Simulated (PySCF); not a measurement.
One of the candidates below gave these computed data.

All candidates are C7H10O.

| technique | computed result |
| --- | --- |
| UV, strongest line | among the 8 lowest singlet transitions: S8 at 7.39 eV (168 nm, f = 0.178) [TDDFT CAM-B3LYP/def2-SVPD] |
| Polarisability | 85.3 au [CAM-B3LYP/def2-SVPD] |
| UV, first state | lowest singlet excitation: 5.04 eV (246 nm, f = 0.079) [TDDFT CAM-B3LYP/def2-SVPD] |
| Rotational structure | rotational constants A, B, C: 6.064, 1.222, 1.037 GHz [GFN2-xTB] |
| Triplet | lowest triplet excitation (Tamm–Dancoff): 3.21 eV [TDA CAM-B3LYP/def2-SVPD] |
| Dipole | 1.10 D [CAM-B3LYP/def2-SVPD] |

Gas-phase values; electronic properties from PySCF, density fitting. Levels stand in brackets. The structure is a single GFN2-xTB conformer in the gas phase; no vibrational or solvent corrections.

Question: Which candidate is it?
A. `COC1=CCC(C)=C1`
B. `C=C[C@@H]1[C@H]2CO[C@@H]1C2`
C. `O=C1CC(C2CC2)C1`
D. `C=CC1(C=C)CCO1`

Answer: A. It is `COC1=CCC(C)=C1`. Numbering: `[CH3:1][O:2][C:3]1=[CH:4][CH2:5][C:6]([CH3:7])=[CH:8]1`. Its formula, C7H10O, gives 3 degrees of unsaturation: 1 ring and 2 π bonds in the structure found. The optimised geometry has point group Cs and is an asymmetric top.

The others, at the same levels:
- `C=C[C@@H]1[C@H]2CO[C@@H]1C2` fails: its computed lowest singlet excitation is 6.75 eV (184 nm, f = 0.333) (against 5.04 eV), lowest triplet excitation (Tamm–Dancoff) is 4.33 eV (against 3.21 eV) and static isotropic polarisability is 81.4 au (against 85.3 au).
- `O=C1CC(C2CC2)C1` fails: its computed lowest singlet excitation is 4.26 eV (291 nm, f = 0.000) (against 5.04 eV), lowest triplet excitation (Tamm–Dancoff) is 3.73 eV (against 3.21 eV) and strongest line among the 8 lowest singlet transitions is S3 at 7.06 eV (176 nm, f = 0.031) (against S8 at 7.39 eV).
- `C=CC1(C=C)CCO1` fails: its computed lowest singlet excitation is 6.58 eV (188 nm, f = 0.033) (against 5.04 eV), lowest triplet excitation (Tamm–Dancoff) is 4.40 eV (against 3.21 eV) and strongest line among the 8 lowest singlet transitions is S2 at 6.95 eV (179 nm, f = 0.290) (against S8 at 7.39 eV).

Each candidate is one conformer, not necessarily the lowest. The conformers computed, where there is a choice (atom-mapped SMILES and torsion angles):
- `[CH3:1][O:2][C:3]1=[CH:4][CH2:5][C:6]([CH3:7])=[CH:8]1`: C1–O2–C3–C4 0°
- `[O:1]=[C:2]1[CH2:3][CH:4]([CH:5]2[CH2:6][CH2:7]2)[CH2:8]1`: C3–C4–C5–C6 -164°
- `[CH2:1]=[CH:2][C:3]1([CH:4]=[CH2:5])[CH2:6][CH2:7][O:8]1`: C1–C2–C3–C4 -119°, C2–C3–C4–C5 116°

The conformers of `C=C[C@@H]1[C@H]2CO[C@@H]1C2` aren't listed.
